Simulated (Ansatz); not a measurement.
Cl2H2MoO3 (`[O]=[Mo]([OH])([OH])([Cl])[Cl]`), charge 0, multiplicity 1.

(1) Give a relaxed structure at PBE0-D4/def2-TZVP (Ansatz 0.2.0). (Estimate.)

Results:

(1) Ansatz gave: 
Z-matrix (Å, degrees):
```
Mo
O 1 1.903
O 1 1.850 2 82.5
Cl 1 2.328 2 82.0 3 -163.8
O 1 1.648 2 113.0 3 99.7
Cl 1 2.272 2 138.0 3 -86.5
H 2 0.962 1 115.7 3 172.0
H 3 0.964 1 124.0 2 -43.6
```
